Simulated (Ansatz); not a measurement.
BaCl2, SMILES [Cl][Ba][Cl].

The structure is a stationary point at B3LYP-D3(BJ)/def2-TZVP. The isomer is the one that the SMILES or the coordinates give; other isomers of the formula were not compared. The def2 effective core potentials stand for the cores of Ba; spin–orbit coupling is left out.

Two levels are set side by side: PBE/def2-TZVPD (Ansatz, a first-principles code) and CAM-B3LYP/def2-TZVPD (Ansatz). Energy differences of separate SCF runs at the same geometry; the states with an electron removed or added have multiplicity 2 and 2. Differences are taken from unrounded values.

```csv
quantity,CAM-B3LYP
vertical ionisation energy (eV),9.89
vertical electron affinity (eV),0.92
vertical singlet–triplet gap (eV),5.13
```

Question: What does PBE give, and how far is it from CAM-B3LYP? (The exact figures need the calculation; the answer reports its results.)

Answer: 
```
quantity                            PBE  PBE minus CAM-B3LYP
---------------------------------  ----  -------------------
vertical ionisation energy (eV)    9.15                -0.73
vertical electron affinity (eV)    0.94                 0.01
vertical singlet–triplet gap (eV)  4.36                -0.77
```
